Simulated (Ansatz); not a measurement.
# A rate constant, worked out

An elementary step of GeNH$_{5}$O, singlet (GeNH₅O ([NH2][GeH2][OH]) → GeNH₃ ([NH][GeH2]) + H₂O; Ge–O, N–H broken or loosened, O–H formed or tightened). The start structure is the reactant molecule, and the electronic barrier above it is 2.469 eV by CCSD(T) at an estimated basis limit (MP2 extrapolated from triple and quadruple zeta, plus CCSD(T) − MP2 in triple zeta). Ansatz 0.2.0; basis: def2-TZVPP and def2-QZVPP; cores frozen in the correlated methods. Filled d shells of the heavier atoms are correlated. The def2 sets are not built for correlating such inner shells, so the correlated values are less sure here. Extrapolation: Hartree–Fock as exp(−7.88 √X), correlation as X^−2.97. Harmonic wavenumbers at PBE0-D4/def2-TZVP (Ansatz 0.2.0), in cm⁻¹:

Start: 160, 237, 253, 494, 501, 689, 693, 706, 817, 852, 906, 932, 1581, 2155, 2206, 3572, 3669, 3901.

Saddle: 510i, 317, 362, 491, 513, 537, 686, 756, 827, 882, 939, 995, 1450, 2115, 2143, 2197, 3562, 3822.

Question: Work out the transition-state-theory rate constant at 800 K from these numbers alone (harmonic vibrations; rotation, path degeneracy and anharmonicity left out), and the Wigner tunnelling factor. Use 1 cm⁻¹ = 1.2398 × 10⁻⁴ eV and k_B = 8.617 × 10⁻⁵ eV/K.

Answer: Zero-point energies, half the sums: start 24324/2 cm⁻¹ = 1.5079 eV; saddle, real modes only, 22594/2 cm⁻¹ = 1.4006 eV.
Barrier with zero-point energy: 2.469 + 1.4006 − 1.5079 = 2.3617 eV.
k_BT = 0.06894 eV, so the barrier is 34.26 k_BT.
Vibrational partition functions from the zero-point level, ln q = −Σ ln(1 − exp(−hν/k_BT)): start 6.547, saddle 4.746.
k = (k_BT/h) exp(ln q‡ − ln q) exp(−E0/k_BT), with log₁₀(k_BT/h in s⁻¹) = 13.22: log₁₀ k = 13.22 + (-1.801 − 34.26)/2.3026 = -2.44, so k ≈ 4 × 10^(-3) s⁻¹.
Wigner factor: 1 + (hν‡/k_BT)²/24 = 1 + (0.92)²/24 = 1.04. A change of 1 kcal/mol (0.043 eV) in the barrier would change k by a factor of 1.9 at this temperature.

No T1 diagnostic of these runs exceeds 0.018.

Labels in which every atom is bracketed show which atoms are joined, not bond orders.

For scale, one of the runs: CCSD(T)/def2-TZVPP, 180 basis functions, launched by `ansatz run in.yaml --threads 4 --pin off --events-out ev --progress --plain --max-ram 9574MiB`. Hardware: 4 CPU threads of an Intel Xeon, shared host. Wall time 100 s; peak host memory 1.8 GiB.
